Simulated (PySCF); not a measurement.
Worked example for F3H3OSi2: ionisation energy to the radical cation

Optimised structure (Å), atoms numbered from 1:
```
Si    0.1199    1.4656   -0.4719
F     1.5257    1.8482   -1.1567
F    -0.9552    1.2104   -1.6468
F    -0.3687    2.7306    0.3930
O     0.2670    0.1540    0.4748
Si   -0.0715   -1.4990    0.5643
H     0.5194   -1.9971    1.8450
H    -1.5570   -1.7049    0.5560
H     0.5477   -2.2015   -0.6078
```

These are calculated values, B3LYP-D3(BJ)/ma-def2-SVP in PySCF (grid level 2) at geometries from BP86-D3(BJ)/def2-SVP. Zero-point energies come from unscaled GFN2-xTB harmonic frequencies. These were taken at the GFN2-xTB minima.

| state | structure | E / Eh |
| --- | --- | --- |
| parent | parent | -955.409332 |
| radical cation | parent | -954.965872 |
| radical cation | radical cation | -954.989882 |
| parent | radical cation | -955.376081 |

Zero-point energy of the radical cation less that of the parent: -0.115 eV. 1 Eh = 27.2114 eV.

Work out the vertical and adiabatic ionisation energy.

Vertical: (-954.965872) − (-955.409332) = 0.443460 Eh = 12.07 eV. Adiabatic: 0.419450 Eh = 11.414 eV, and 11.30 eV with zero-point energy.

And the inner reorganisation energy of self-exchange?

The radical cation relaxes by 653.4 meV and the parent by 904.8 meV, so λ = 1558 meV.

Caveats: ma-def2-SVP is a small basis, whose errors can reach tens of kJ/mol.
